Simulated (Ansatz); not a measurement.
Ansatz (a program for electronic structure) input (B3LYP-D3(BJ)/def2-TZVP):

Ansatz 0.2 input:
```yaml
crystal:
  periodic: [false, false, false]
  atoms:
    - {symbol: I, position_ang: [-0.00000000, -0.00000000, -0.02991592]}
    - {symbol: H, position_ang: [0.00000000, 0.00000000, 1.58554378]}
basis:
  gaussian:
    orbitals: def2-TZVP
hamiltonian:
  xc: b3lyp
  dispersion: d3bj
phonons: {temperatures: {t_min: 298.15, t_max: 298.15, t_step: 100}}
```

Output:

```
Functional definition: B3LYP
integrals: 0.01 GiB planned
455 factors; their error is unknown
mean field: 0.12 GiB planned
mean field evaluation 1: about -8119.7214 eV, gradient 4.7e0 eV
mean field evaluation 2: about -8119.7524 eV, gradient 4.7e0 eV
mean field evaluation 4: about -8119.7878 eV, gradient 3.0e-1 eV
mean field evaluation 8: about -8120.0185 eV, gradient 3.1e-2 eV
mean field -8120.01853928 eV, -298.4051773721 hartree, gradient 1.1e-5 eV, S^2 0.000000; 0 other end points of the search recorded, 0 dependent functions left out
the calculation of the forces begins
reference -8120.01870667 eV, -298.4051835236 hartree; 13, 13 occupied and 43, 43 virtual orbitals, 455 factors
these checks for a lower state are left out or cut short: stability, starts, cluster_reference, orbital_swaps, neighbouring_geometries, increment
integrals: 0.01 GiB planned
455 factors; their error is unknown
mean field: 0.12 GiB planned
mean field evaluation 16: about -8119.7880 eV, gradient 2.7e-4 eV
mean field -8120.01853928 eV, -298.4051773722 hartree, gradient 4.4e-7 eV, S^2 0.000000; 0 other end points of the search recorded, 0 dependent functions left out
the calculation of the forces begins
reference -8120.01870667 eV, -298.4051835236 hartree; 13, 13 occupied and 43, 43 virtual orbitals, 455 factors
these checks for a lower state are left out or cut short: stability, starts, cluster_reference, orbital_swaps, neighbouring_geometries, increment
integrals: 0.01 GiB planned
455 factors; their error is unknown
mean field: 0.12 GiB planned
mean field -8120.01853928 eV, -298.4051773722 hartree, gradient 4.4e-7 eV, S^2 0.000000; 0 other end points of the search recorded, 0 dependent functions left out
the calculation of the forces begins
reference -8120.01870667 eV, -298.4051835236 hartree; 13, 13 occupied and 43, 43 virtual orbitals, 455 factors
these checks for a lower state are left out or cut short: stability, starts, cluster_reference, orbital_swaps, neighbouring_geometries, increment
integrals: 0.01 GiB planned
455 factors; their error is unknown
mean field: 0.12 GiB planned
mean field evaluation 32: about -8119.7880 eV, gradient 2.7e-4 eV
mean field -8120.01853928 eV, -298.4051773722 hartree, gradient 4.4e-7 eV, S^2 0.000000; 0 other end points of the search recorded, 0 dependent functions left out
the calculation of the forces begins
reference -8120.01870667 eV, -298.4051835236 hartree; 13, 13 occupied and 43, 43 virtual orbitals, 455 factors
these checks for a lower state are left out or cut short: stability, starts, cluster_reference, orbital_swaps, neighbouring_geometries, increment
integrals: 0.01 GiB planned
455 factors; their error is unknown
mean field: 0.12 GiB planned
mean field -8120.01853928 eV, -298.4051773722 hartree, gradient 4.4e-7 eV, S^2 0.000000; 0 other end points of the search recorded, 0 dependent functions left out
the calculation of the forces begins
reference -8120.01870667 eV, -298.4051835236 hartree; 13, 13 occupied and 43, 43 virtual orbitals, 455 factors
these checks for a lower state are left out or cut short: stability, starts, cluster_reference, orbital_swaps, neighbouring_geometries, increment
integrals: 0.01 GiB planned
455 factors; their error is unknown
mean field: 0.12 GiB planned
mean field -8120.01847736 eV, -298.4051750966 hartree, gradient 4.4e-7 eV, S^2 0.000000; 0 other end points of the search recorded, 0 dependent functions left out
the calculation of the forces begins
reference -8120.01864470 eV, -298.4051812463 hartree; 13, 13 occupied and 43, 43 virtual orbitals, 455 factors
these checks for a lower state are left out or cut short: stability, starts, cluster_reference, orbital_swaps, neighbouring_geometries, increment
integrals: 0.01 GiB planned
455 factors; their error is unknown
mean field: 0.12 GiB planned
mean field -8120.01847961 eV, -298.4051751795 hartree, gradient 4.4e-7 eV, S^2 0.000000; 0 other end points of the search recorded, 0 dependent functions left out
the calculation of the forces begins
reference -8120.01864705 eV, -298.4051813326 hartree; 13, 13 occupied and 43, 43 virtual orbitals, 455 factors
these checks for a lower state are left out or cut short: stability, starts, cluster_reference, orbital_swaps, neighbouring_geometries, increment
integrals: 0.01 GiB planned
455 factors; their error is unknown
mean field: 0.12 GiB planned
mean field evaluation 64: about -8119.7880 eV, gradient 2.7e-4 eV
mean field -8120.01853928 eV, -298.4051773722 hartree, gradient 4.4e-7 eV, S^2 0.000000; 0 other end points of the search recorded, 0 dependent functions left out
the calculation of the forces begins
reference -8120.01870667 eV, -298.4051835236 hartree; 13, 13 occupied and 43, 43 virtual orbitals, 455 factors
these checks for a lower state are left out or cut short: stability, starts, cluster_reference, orbital_swaps, neighbouring_geometries, increment
integrals: 0.01 GiB planned
455 factors; their error is unknown
mean field: 0.12 GiB planned
mean field -8120.01853928 eV, -298.4051773722 hartree, gradient 4.4e-7 eV, S^2 0.000000; 0 other end points of the search recorded, 0 dependent functions left out
the calculation of the forces begins
reference -8120.01870667 eV, -298.4051835236 hartree; 13, 13 occupied and 43, 43 virtual orbitals, 455 factors
these checks for a lower state are left out or cut short: stability, starts, cluster_reference, orbital_swaps, neighbouring_geometries, increment
integrals: 0.01 GiB planned
455 factors; their error is unknown
mean field: 0.12 GiB planned
mean field -8120.01853928 eV, -298.4051773722 hartree, gradient 4.4e-7 eV, S^2 0.000000; 0 other end points of the search recorded, 0 dependent functions left out
the calculation of the forces begins
reference -8120.01870667 eV, -298.4051835236 hartree; 13, 13 occupied and 43, 43 virtual orbitals, 455 factors
these checks for a lower state are left out or cut short: stability, starts, cluster_reference, orbital_swaps, neighbouring_geometries, increment
integrals: 0.01 GiB planned
455 factors; their error is unknown
mean field: 0.12 GiB planned
mean field -8120.01853928 eV, -298.4051773722 hartree, gradient 4.4e-7 eV, S^2 0.000000; 0 other end points of the search recorded, 0 dependent functions left out
the calculation of the forces begins
reference -8120.01870667 eV, -298.4051835236 hartree; 13, 13 occupied and 43, 43 virtual orbitals, 455 factors
these checks for a lower state are left out or cut short: stability, starts, cluster_reference, orbital_swaps, neighbouring_geometries, increment
integrals: 0.01 GiB planned
455 factors; their error is unknown
mean field: 0.12 GiB planned
mean field evaluation 96: about -8119.7879 eV, gradient 2.6e-4 eV
mean field -8120.01847961 eV, -298.4051751795 hartree, gradient 4.4e-7 eV, S^2 0.000000; 0 other end points of the search recorded, 0 dependent functions left out
the calculation of the forces begins
reference -8120.01864705 eV, -298.4051813326 hartree; 13, 13 occupied and 43, 43 virtual orbitals, 455 factors
these checks for a lower state are left out or cut short: stability, starts, cluster_reference, orbital_swaps, neighbouring_geometries, increment
integrals: 0.01 GiB planned
455 factors; their error is unknown
mean field: 0.12 GiB planned
mean field -8120.01847736 eV, -298.4051750966 hartree, gradient 4.4e-7 eV, S^2 0.000000; 0 other end points of the search recorded, 0 dependent functions left out
the calculation of the forces begins
reference -8120.01864470 eV, -298.4051812463 hartree; 13, 13 occupied and 43, 43 virtual orbitals, 455 factors
Total energy: -8120.04280545 eV, -298.4060691375 hartree
Atom 0 at    -0.000000    -0.000000    -0.029916 Å, force     0.000000    -0.000000     0.000000 eV/Å
Atom 1 at     0.000000     0.000000     1.585544 Å, force    -0.000000     0.000000    -0.000000 eV/Å
Dipole moment:    -0.000000     0.000000     0.096137 e Å
Vibrations: 2300.06 cm⁻¹, zero-point energy 0.142585 eV
```
